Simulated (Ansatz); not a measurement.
Consider the ligand exchange at the Si–C bond: `[BH2][GeH2][CH2][SiH3]` + `O[SiH2][NH][AlH2]` → `[AlH2][NH][SiH2]O[SiH3]` + `[BH2][GeH2][CH3]`.

Calculated with Ansatz (gas phase, PBE0-D4/def2-TZVP geometries, no zero-point term in ΔE). CBS: MP2 limit from def2 TZ/QZ plus the TZ coupled-cluster correction, frozen cores. DFT in def2-TZVPP. B3LYP here is the variant with VWN-RPA as its local correlation; programs differ in this. For Ge outer-core shells are correlated without core-valence functions, which leaves a few kJ/mol of doubt a bond. Scalar relativity is left out up to krypton. Each species was taken in one conformer, which may not be the lowest.

Problem. Is it downhill or uphill in electronic energy at CCSD(T)/CBS, and by how much? (Best estimate.)

Solution. Computed: Downhill: ΔE = -24.0 kcal/mol.

Problem. What do these levels give: PBE-D4, B3LYP-D4, ωB97M-V, B2PLYP, r2SCAN, HF/CBS(def2)? (Best estimate.)

Solution. Ansatz gave: PBE-D4 -21.3, B3LYP-D4 -25.5, ωB97M-V -24.0, B2PLYP -25.9, r2SCAN -24.1, HF/CBS(def2) -30.9 kcal/mol.

Largest T1 diagnostic among the species: 0.012.

In def2-TZVPP, CCSD(T) changes the Hartree–Fock value by +6.1 kcal/mol (the triples alone add +0.8 kcal/mol) and MP2 by +6.0 kcal/mol. From PBE to PBE0 (25 % exact exchange), in def2-TZVPP and without D4, ΔE moves by −1.1 kcal/mol.
